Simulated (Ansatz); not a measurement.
A short molecular-dynamics run on `C#[C][AlH][GeH3]`.

```yaml
crystal:
  periodic: [false, false, false]
  atoms:
    - {symbol: C, position_ang: [-0.256191, 1.151106, -2.700055]}
    - {symbol: C, position_ang: [0.056881, 1.051951, -1.534064]}
    - {symbol: Al, position_ang: [0.526037, 0.850804, 0.301514]}
    - {symbol: Ge, position_ang: [-0.122680, -1.236593, 1.452716]}
    - {symbol: H, position_ang: [-0.529923, 1.242433, -3.727089]}
    - {symbol: H, position_ang: [1.291041, 2.037284, 1.016397]}
    - {symbol: H, position_ang: [-0.060858, -2.465474, 0.526717]}
    - {symbol: H, position_ang: [0.758768, -1.536648, 2.680394]}
    - {symbol: H, position_ang: [-1.574574, -1.141064, 1.966470]}
basis:
  gaussian: {orbitals: "6-31G*"}
hamiltonian: {xc: {name: PBE}, dispersion: d3bjatm}
md: {timestep: 0.5 fs, n_steps: 30, ensemble: nvt_langevin, temperature: 300, initial_velocities: maxwell_boltzmann, friction: 0.01, seed: 837}
```

```sh
$ ansatz run in.yaml --threads 2 --pin off --events-out ev --progress --plain --max-ram 4352MiB
```

| step | time (fs) | potential energy (eV) | kinetic (eV) | T (K) | conserved (eV) |
| --- | --- | --- | --- | --- | --- |
| 0 | 0.0 | -65245.2993 | 0.3102 | 267 | – |
| 1 | 0.5 | -65245.3024 | 0.3233 | 278 | – |
| 2 | 1.0 | -65245.3005 | 0.3057 | 263 | – |
| 3 | 1.5 | -65245.2934 | 0.3164 | 272 | – |
| 4 | 2.0 | -65245.2818 | 0.3220 | 277 | – |
| 5 | 2.5 | -65245.2679 | 0.3084 | 265 | – |
| 6 | 3.0 | -65245.2530 | 0.2866 | 246 | – |
| 7 | 3.5 | -65245.2378 | 0.2818 | 242 | – |
| 8 | 4.0 | -65245.2234 | 0.2768 | 238 | – |
| 9 | 4.5 | -65245.2103 | 0.2706 | 233 | – |
| 10 | 5.0 | -65245.1994 | 0.2689 | 231 | – |
| 11 | 5.5 | -65245.1905 | 0.2630 | 226 | – |
| 12 | 6.0 | -65245.1834 | 0.2586 | 222 | – |
| 13 | 6.5 | -65245.1791 | 0.2726 | 234 | – |
| 14 | 7.0 | -65245.1775 | 0.2618 | 225 | – |
| 15 | 7.5 | -65245.1785 | 0.2585 | 222 | – |
| 16 | 8.0 | -65245.1807 | 0.2617 | 225 | – |
| 17 | 8.5 | -65245.1825 | 0.2648 | 228 | – |
| 18 | 9.0 | -65245.1825 | 0.2965 | 255 | – |
| 19 | 9.5 | -65245.1782 | 0.2915 | 251 | – |
| 20 | 10.0 | -65245.1686 | 0.3005 | 258 | – |
| 21 | 10.5 | -65245.1516 | 0.3065 | 263 | – |
| 22 | 11.0 | -65245.1281 | 0.2747 | 236 | – |
| 23 | 11.5 | -65245.1039 | 0.2258 | 194 | – |
| 24 | 12.0 | -65245.0832 | 0.2165 | 186 | – |
| 25 | 12.5 | -65245.0691 | 0.2055 | 177 | – |
| 26 | 13.0 | -65245.0642 | 0.2208 | 190 | – |
| 27 | 13.5 | -65245.0668 | 0.2130 | 183 | – |
| 28 | 14.0 | -65245.0778 | 0.2096 | 180 | – |
| 29 | 14.5 | -65245.0975 | 0.2215 | 190 | – |
| 30 | 15.0 | -65245.1229 | 0.2720 | 234 | – |

Velocities are drawn at the set temperature; a run this short doesn't reach equilibrium.

Frames (Å, forces in eV/Å):

```xyz
9
time=0.0 fs
C    -0.256    1.151   -2.700   -0.424    0.129   -1.573
C     0.057    1.052   -1.534    0.494   -0.130    1.803
Al    0.526    0.851    0.302   -0.080   -0.165   -0.014
Ge   -0.123   -1.237    1.453    0.101    0.233   -0.112
H    -0.530    1.242   -3.727   -0.097    0.037   -0.370
H     1.291    2.037    1.016    0.122    0.195    0.103
H    -0.061   -2.465    0.527   -0.005   -0.212   -0.129
H     0.759   -1.537    2.680    0.120   -0.072    0.202
H    -1.575   -1.141    1.966   -0.231   -0.015    0.090
9
time=0.5 fs
C    -0.255    1.149   -2.702   -0.449    0.142   -1.638
C     0.056    1.054   -1.536    0.494   -0.147    1.832
Al    0.524    0.852    0.303   -0.039   -0.099   -0.031
Ge   -0.122   -1.237    1.453    0.325    0.010   -0.125
H    -0.532    1.244   -3.731   -0.069    0.024   -0.287
H     1.292    2.045    1.014    0.088    0.141    0.082
H    -0.066   -2.475    0.518    0.006   -0.056   -0.021
H     0.749   -1.554    2.697    0.047   -0.025    0.048
H    -1.566   -1.150    1.961   -0.404    0.011    0.139
9
time=1.0 fs
C    -0.254    1.148   -2.705   -0.458    0.154   -1.645
C     0.056    1.057   -1.536    0.466   -0.156    1.758
Al    0.523    0.852    0.304    0.008   -0.026   -0.037
Ge   -0.122   -1.237    1.453    0.530   -0.205   -0.125
H    -0.534    1.247   -3.735   -0.030    0.006   -0.166
H     1.292    2.053    1.012    0.050    0.081    0.057
H    -0.072   -2.483    0.509    0.018    0.091    0.084
H     0.739   -1.571    2.715   -0.026    0.024   -0.109
H    -1.559   -1.158    1.955   -0.558    0.033    0.182
9
time=1.5 fs
C    -0.253    1.146   -2.708   -0.460    0.164   -1.628
C     0.056    1.059   -1.537    0.429   -0.163    1.645
Al    0.520    0.852    0.306    0.054    0.048   -0.044
Ge   -0.121   -1.237    1.454    0.696   -0.405   -0.111
H    -0.535    1.250   -3.741    0.012   -0.013   -0.031
H     1.293    2.061    1.011    0.012    0.022    0.032
H    -0.076   -2.491    0.500    0.031    0.224    0.183
H     0.730   -1.588    2.732   -0.094    0.073   -0.261
H    -1.554   -1.165    1.949   -0.680    0.050    0.214
9
time=2.0 fs
C    -0.252    1.145   -2.711   -0.450    0.171   -1.557
C     0.056    1.062   -1.538    0.379   -0.167    1.489
Al    0.518    0.853    0.307    0.098    0.120   -0.054
Ge   -0.120   -1.237    1.454    0.826   -0.595   -0.085
H    -0.537    1.252   -3.747    0.053   -0.032    0.094
H     1.294    2.068    1.010   -0.024   -0.034    0.010
H    -0.081   -2.498    0.490    0.044    0.349    0.276
H     0.720   -1.604    2.749   -0.156    0.123   -0.408
H    -1.550   -1.173    1.944   -0.771    0.066    0.235
9
time=2.5 fs
C    -0.251    1.144   -2.715   -0.413    0.171   -1.379
C     0.055    1.065   -1.538    0.311   -0.166    1.254
Al    0.516    0.854    0.309    0.143    0.192   -0.061
Ge   -0.120   -1.237    1.455    0.900   -0.774   -0.042
H    -0.539    1.254   -3.752    0.085   -0.048    0.186
H     1.295    2.075    1.009   -0.059   -0.091   -0.012
H    -0.085   -2.506    0.482    0.057    0.462    0.359
H     0.711   -1.620    2.766   -0.212    0.174   -0.544
H    -1.550   -1.181    1.939   -0.811    0.079    0.239
9
time=3.0 fs
C    -0.250    1.142   -2.719   -0.356    0.166   -1.120
C     0.055    1.067   -1.538    0.232   -0.162    0.969
Al    0.514    0.854    0.311    0.186    0.264   -0.061
Ge   -0.119   -1.237    1.455    0.926   -0.928    0.014
H    -0.541    1.256   -3.757    0.107   -0.059    0.239
H     1.294    2.083    1.009   -0.094   -0.147   -0.033
H    -0.088   -2.512    0.475    0.069    0.554    0.425
H     0.701   -1.636    2.781   -0.257    0.222   -0.664
H    -1.552   -1.189    1.934   -0.814    0.090    0.231
9
time=3.5 fs
C    -0.249    1.141   -2.723   -0.281    0.155   -0.793
C     0.055    1.070   -1.538    0.147   -0.159    0.656
Al    0.511    0.855    0.313    0.220    0.325   -0.064
Ge   -0.119   -1.237    1.455    0.926   -1.053    0.077
H    -0.541    1.258   -3.761    0.116   -0.065    0.248
H     1.292    2.090    1.008   -0.120   -0.191   -0.047
H    -0.090   -2.517    0.469    0.081    0.623    0.476
H     0.690   -1.649    2.796   -0.289    0.266   -0.769
H    -1.555   -1.196    1.929   -0.799    0.100    0.216
9
time=4.0 fs
C    -0.248    1.140   -2.728   -0.186    0.137   -0.394
C     0.055    1.073   -1.538    0.055   -0.154    0.313
Al    0.509    0.855    0.314    0.244    0.372   -0.069
Ge   -0.118   -1.237    1.456    0.886   -1.154    0.146
H    -0.542    1.258   -3.764    0.112   -0.065    0.215
H     1.289    2.096    1.008   -0.138   -0.224   -0.056
H    -0.092   -2.520    0.463    0.091    0.672    0.514
H     0.678   -1.663    2.811   -0.311    0.306   -0.861
H    -1.559   -1.203    1.925   -0.754    0.109    0.191
9
time=4.5 fs
C    -0.247    1.139   -2.732   -0.079    0.114    0.052
C     0.055    1.075   -1.538   -0.040   -0.151   -0.052
Al    0.506    0.855    0.315    0.264    0.415   -0.072
Ge   -0.118   -1.238    1.456    0.804   -1.237    0.223
H    -0.541    1.257   -3.766    0.099   -0.060    0.150
H     1.284    2.103    1.007   -0.151   -0.250   -0.061
H    -0.094   -2.522    0.459    0.101    0.706    0.540
H     0.665   -1.677    2.823   -0.323    0.345   -0.936
H    -1.565   -1.209    1.922   -0.674    0.119    0.155
9
time=5.0 fs
C    -0.246    1.137   -2.737    0.043    0.089    0.545
C     0.055    1.077   -1.537   -0.142   -0.147   -0.446
Al    0.504    0.856    0.317    0.279    0.453   -0.074
Ge   -0.117   -1.238    1.457    0.681   -1.296    0.309
H    -0.540    1.256   -3.769    0.078   -0.051    0.064
H     1.278    2.108    1.006   -0.161   -0.272   -0.063
H    -0.096   -2.522    0.457    0.109    0.715    0.545
H     0.652   -1.691    2.834   -0.322    0.380   -0.990
H    -1.573   -1.216    1.920   -0.564    0.129    0.110
9
time=5.5 fs
C    -0.245    1.136   -2.742    0.179    0.060    1.086
C     0.055    1.079   -1.537   -0.249   -0.143   -0.861
Al    0.501    0.856    0.318    0.292    0.488   -0.074
Ge   -0.116   -1.239    1.457    0.520   -1.325    0.404
H    -0.538    1.256   -3.771    0.046   -0.038   -0.053
H     1.273    2.114    1.004   -0.168   -0.292   -0.063
H    -0.098   -2.520    0.457    0.117    0.700    0.530
H     0.638   -1.705    2.842   -0.310    0.409   -1.024
H    -1.582   -1.222    1.919   -0.425    0.141    0.055
9
time=6.0 fs
C    -0.244    1.135   -2.746    0.309    0.032    1.596
C     0.055    1.081   -1.537   -0.339   -0.144   -1.208
Al    0.499    0.856    0.319    0.297    0.516   -0.083
Ge   -0.115   -1.239    1.457    0.328   -1.331    0.497
H    -0.534    1.256   -3.772    0.003   -0.022   -0.205
H     1.266    2.119    1.001   -0.171   -0.303   -0.058
H    -0.099   -2.516    0.457    0.123    0.667    0.501
H     0.623   -1.717    2.848   -0.289    0.431   -1.037
H    -1.594   -1.228    1.919   -0.262    0.153   -0.004
9
time=6.5 fs
C    -0.243    1.134   -2.750    0.405    0.017    1.972
C     0.055    1.083   -1.537   -0.398   -0.156   -1.434
Al    0.496    0.856    0.320    0.293    0.536   -0.107
Ge   -0.115   -1.239    1.458    0.118   -1.313    0.583
H    -0.529    1.256   -3.773   -0.033   -0.008   -0.333
H     1.259    2.124    0.998   -0.166   -0.303   -0.047
H    -0.100   -2.511    0.460    0.130    0.615    0.457
H     0.609   -1.728    2.851   -0.259    0.447   -1.026
H    -1.606   -1.235    1.917   -0.090    0.166   -0.064
9
time=7.0 fs
C    -0.242    1.133   -2.754    0.465    0.013    2.209
C     0.056    1.086   -1.538   -0.440   -0.173   -1.591
Al    0.494    0.856    0.321    0.284    0.554   -0.135
Ge   -0.114   -1.240    1.458   -0.098   -1.265    0.659
H    -0.524    1.257   -3.776   -0.050   -0.003   -0.391
H     1.251    2.128    0.995   -0.159   -0.301   -0.034
H    -0.101   -2.504    0.463    0.136    0.541    0.395
H     0.594   -1.739    2.850   -0.219    0.454   -0.991
H    -1.619   -1.241    1.916    0.080    0.181   -0.120
9
time=7.5 fs
C    -0.240    1.132   -2.757    0.501    0.017    2.345
C     0.056    1.088   -1.539   -0.471   -0.191   -1.699
Al    0.491    0.856    0.322    0.266    0.559   -0.169
Ge   -0.114   -1.240    1.458   -0.313   -1.185    0.717
H    -0.518    1.259   -3.780   -0.052   -0.004   -0.394
H     1.243    2.132    0.991   -0.146   -0.288   -0.015
H    -0.101   -2.495    0.466    0.141    0.447    0.316
H     0.578   -1.747    2.847   -0.165    0.449   -0.926
H    -1.632   -1.247    1.914    0.239    0.196   -0.173
9
time=8.0 fs
C    -0.239    1.132   -2.760    0.519    0.026    2.408
C     0.056    1.090   -1.541   -0.488   -0.211   -1.760
Al    0.489    0.856    0.323    0.241    0.555   -0.210
Ge   -0.113   -1.241    1.458   -0.522   -1.074    0.754
H    -0.512    1.260   -3.785   -0.048   -0.007   -0.370
H     1.233    2.135    0.986   -0.128   -0.268    0.007
H    -0.100   -2.485    0.472    0.143    0.336    0.222
H     0.563   -1.754    2.841   -0.099    0.433   -0.830
H    -1.645   -1.253    1.913    0.382    0.210   -0.222
9
time=8.5 fs
C    -0.237    1.131   -2.763    0.513    0.042    2.389
C     0.057    1.093   -1.542   -0.494   -0.231   -1.781
Al    0.487    0.856    0.324    0.215    0.551   -0.247
Ge   -0.113   -1.241    1.458   -0.722   -0.936    0.764
H    -0.507    1.261   -3.790   -0.031   -0.017   -0.303
H     1.224    2.138    0.983   -0.111   -0.248    0.026
H    -0.097   -2.474    0.477    0.144    0.210    0.116
H     0.547   -1.759    2.832   -0.021    0.405   -0.702
H    -1.656   -1.259    1.910    0.507    0.224   -0.263
9
time=9.0 fs
C    -0.235    1.131   -2.765    0.480    0.067    2.266
C     0.057    1.095   -1.544   -0.487   -0.252   -1.752
Al    0.485    0.856    0.324    0.186    0.542   -0.282
Ge   -0.112   -1.242    1.458   -0.922   -0.762    0.748
H    -0.502    1.263   -3.796   -0.001   -0.034   -0.182
H     1.214    2.141    0.980   -0.091   -0.224    0.046
H    -0.093   -2.462    0.482    0.145    0.063   -0.007
H     0.530   -1.763    2.821    0.073    0.361   -0.537
H    -1.667   -1.266    1.907    0.618    0.239   -0.300
9
time=9.5 fs
C    -0.233    1.130   -2.767    0.420    0.096    2.041
C     0.057    1.097   -1.546   -0.459   -0.274   -1.647
Al    0.482    0.857    0.325    0.152    0.526   -0.322
Ge   -0.112   -1.243    1.458   -1.125   -0.556    0.703
H    -0.499    1.265   -3.802    0.037   -0.054   -0.032
H     1.203    2.143    0.978   -0.069   -0.195    0.067
H    -0.090   -2.449    0.487    0.146   -0.100   -0.143
H     0.512   -1.767    2.808    0.181    0.303   -0.336
H    -1.678   -1.273    1.903    0.716    0.254   -0.331
9
time=10.0 fs
C    -0.230    1.130   -2.768    0.336    0.129    1.719
C     0.056    1.098   -1.548   -0.409   -0.298   -1.457
Al    0.480    0.857    0.325    0.112    0.502   -0.369
Ge   -0.112   -1.243    1.459   -1.320   -0.330    0.626
H    -0.495    1.265   -3.808    0.079   -0.076    0.133
H     1.191    2.145    0.975   -0.043   -0.158    0.091
H    -0.086   -2.437    0.492    0.148   -0.266   -0.284
H     0.496   -1.768    2.794    0.298    0.230   -0.104
H    -1.688   -1.279    1.898    0.798    0.267   -0.355
9
time=10.5 fs
C    -0.227    1.130   -2.769    0.229    0.170    1.305
C     0.055    1.100   -1.551   -0.348   -0.323   -1.216
Al    0.478    0.857    0.326    0.068    0.468   -0.422
Ge   -0.111   -1.244    1.459   -1.502   -0.089    0.516
H    -0.492    1.266   -3.815    0.133   -0.105    0.344
H     1.179    2.146    0.973   -0.013   -0.113    0.118
H    -0.082   -2.425    0.497    0.152   -0.431   -0.426
H     0.479   -1.769    2.780    0.422    0.145    0.153
H    -1.695   -1.284    1.892    0.859    0.279   -0.373
9
time=11.0 fs
C    -0.224    1.130   -2.771    0.114    0.211    0.850
C     0.055    1.102   -1.555   -0.280   -0.348   -0.943
Al    0.476    0.858    0.326    0.026    0.429   -0.474
Ge   -0.111   -1.245    1.459   -1.669    0.150    0.379
H    -0.490    1.267   -3.823    0.189   -0.135    0.564
H     1.167    2.146    0.971    0.016   -0.065    0.145
H    -0.077   -2.413    0.499    0.156   -0.583   -0.556
H     0.464   -1.770    2.766    0.545    0.053    0.418
H    -1.702   -1.289    1.885    0.903    0.288   -0.382
9
time=11.5 fs
C    -0.221    1.130   -2.772    0.005    0.244    0.398
C     0.054    1.104   -1.558   -0.201   -0.370   -0.613
Al    0.473    0.858    0.326   -0.018    0.386   -0.531
Ge   -0.111   -1.246    1.459   -1.809    0.352    0.221
H    -0.487    1.267   -3.829    0.231   -0.156    0.730
H     1.156    2.145    0.972    0.047   -0.012    0.170
H    -0.072   -2.404    0.500    0.161   -0.700   -0.654
H     0.452   -1.769    2.754    0.653   -0.037    0.664
H    -1.707   -1.293    1.876    0.932    0.293   -0.384
9
time=12.0 fs
C    -0.219    1.130   -2.772   -0.093    0.266   -0.014
C     0.053    1.106   -1.562   -0.120   -0.391   -0.270
Al    0.471    0.859    0.326   -0.068    0.330   -0.598
Ge   -0.110   -1.246    1.459   -1.907    0.506    0.052
H    -0.484    1.266   -3.834    0.258   -0.169    0.845
H     1.144    2.143    0.973    0.083    0.054    0.200
H    -0.067   -2.397    0.498    0.167   -0.776   -0.717
H     0.442   -1.768    2.745    0.745   -0.119    0.880
H    -1.709   -1.296    1.866    0.934    0.296   -0.377
9
time=12.5 fs
C    -0.217    1.131   -2.774   -0.165    0.279   -0.333
C     0.053    1.108   -1.565   -0.048   -0.410    0.037
Al    0.469    0.859    0.326   -0.121    0.268   -0.665
Ge   -0.110   -1.247    1.459   -1.961    0.601   -0.140
H    -0.481    1.265   -3.837    0.270   -0.173    0.899
H     1.130    2.141    0.974    0.122    0.126    0.234
H    -0.060   -2.393    0.495    0.172   -0.798   -0.734
H     0.434   -1.765    2.737    0.822   -0.190    1.065
H    -1.709   -1.300    1.855    0.909    0.297   -0.363
9
time=13.0 fs
C    -0.215    1.131   -2.775   -0.219    0.283   -0.591
C     0.052    1.111   -1.569    0.022   -0.428    0.336
Al    0.467    0.860    0.325   -0.170    0.210   -0.728
Ge   -0.109   -1.248    1.459   -1.967    0.627   -0.336
H    -0.476    1.263   -3.839    0.266   -0.169    0.897
H     1.116    2.140    0.976    0.158    0.192    0.265
H    -0.054   -2.391    0.490    0.177   -0.767   -0.704
H     0.428   -1.764    2.732    0.877   -0.244    1.201
H    -1.705   -1.303    1.843    0.856    0.297   -0.341
9
time=13.5 fs
C    -0.213    1.132   -2.776   -0.249    0.276   -0.768
C     0.051    1.113   -1.572    0.085   -0.443    0.616
Al    0.465    0.861    0.325   -0.213    0.154   -0.783
Ge   -0.109   -1.248    1.459   -1.931    0.615   -0.503
H    -0.470    1.260   -3.840    0.243   -0.156    0.830
H     1.102    2.139    0.978    0.190    0.254    0.293
H    -0.047   -2.392    0.484    0.181   -0.716   -0.654
H     0.423   -1.762    2.730    0.909   -0.279    1.285
H    -1.700   -1.305    1.831    0.785    0.294   -0.316
9
time=14.0 fs
C    -0.211    1.133   -2.777   -0.244    0.258   -0.802
C     0.051    1.116   -1.575    0.132   -0.454    0.828
Al    0.462    0.862    0.325   -0.255    0.093   -0.835
Ge   -0.108   -1.249    1.459   -1.848    0.557   -0.635
H    -0.463    1.256   -3.838    0.200   -0.135    0.682
H     1.089    2.137    0.981    0.222    0.321    0.323
H    -0.040   -2.394    0.478    0.183   -0.639   -0.578
H     0.420   -1.760    2.732    0.916   -0.290    1.306
H    -1.693   -1.307    1.820    0.693    0.288   -0.289
9
time=14.5 fs
C    -0.209    1.134   -2.779   -0.210    0.229   -0.700
C     0.050    1.118   -1.577    0.165   -0.459    0.971
Al    0.460    0.863    0.324   -0.293    0.027   -0.880
Ge   -0.108   -1.250    1.458   -1.703    0.453   -0.714
H    -0.456    1.253   -3.834    0.142   -0.104    0.460
H     1.077    2.133    0.986    0.254    0.390    0.352
H    -0.032   -2.398    0.471    0.182   -0.542   -0.483
H     0.418   -1.758    2.736    0.890   -0.272    1.250
H    -1.684   -1.308    1.808    0.572    0.279   -0.256
9
time=15.0 fs
C    -0.208    1.135   -2.781   -0.149    0.191   -0.476
C     0.049    1.120   -1.579    0.188   -0.460    1.072
Al    0.458    0.864    0.324   -0.322   -0.033   -0.915
Ge   -0.108   -1.251    1.458   -1.489    0.308   -0.739
H    -0.448    1.248   -3.829    0.067   -0.067    0.155
H     1.066    2.130    0.992    0.280    0.449    0.374
H    -0.023   -2.403    0.463    0.180   -0.429   -0.371
H     0.419   -1.757    2.745    0.828   -0.223    1.114
H    -1.673   -1.308    1.796    0.418    0.266   -0.213
```

It took 51 s on 2 threads of an Arm Neoverse V1 on a shared host, with 0.13 GiB of host memory at the peak.
